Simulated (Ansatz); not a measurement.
The first iterations of a band of GaH6N (8 atoms, charge 0, multiplicity 1).

Level of theory: RHF/def2-TZVP in Ansatz 0.2.0.

```yaml
movable_images: 5
climbing_image: yes
spring: 5.0 eV/Å²
optimiser: quadratic models (default)
start_path: through a guess of the saddle point
force_threshold: 0.03 eV/Å
iteration_limit: 60
end_points: relaxed
```

First end point:

```xyz
8
Properties=species:S:1:pos:R:3
Ga 0.027 -0.001 0.137
H 0.149 0.833 1.489
H 1.320 -0.109 -0.789
H -1.400 -0.066 -0.569
N 0.064 -2.014 0.989
H -0.135 -2.700 0.288
H 0.963 -2.217 1.379
H -0.619 -2.103 1.716
```

Last end point:

```xyz
8
Properties=species:S:1:pos:R:3
Ga 0.134 -0.763 -0.598
H -0.489 0.792 3.059
H 1.394 0.175 -0.599
H -1.266 -0.377 -1.199
N 0.307 -2.414 0.147
H -0.422 -3.087 0.195
H 1.147 -2.764 0.547
H -0.435 0.059 3.087
```

| iteration | highest image above the first end (eV) | largest band force component (eV/Å) |
| --- | --- | --- |
| 1 | 4.327 | 4.486 |
| 2 | 2.749 | 6.142 |
| 3 | 2.593 | 2.333 |
| 4 | 1.843 | 0.785 |
| 5 | 1.477 | 0.501 |
| 6 | 1.479 | 0.729 |

Problem. Does the band converge within its limit, and where does its top end?

Solution. It converged. It ended after 18 iterations with the highest image 2.135 eV above the first end. Neighbouring images differ by up to 1.9 eV, so the band resolves the path poorly. A vibrational analysis at the climbing image gives one clearly imaginary mode, 1871i cm⁻¹: a first-order saddle point. The orbitals stay closed-shell, which can raise the energy where a bond breaks towards radicals; this wasn't checked here.

The run took 44 s on 2 threads of Intel(R) Xeon(R) 6975P-C (Granite Rapids), with other jobs on the host, peak memory 0.22 GiB.
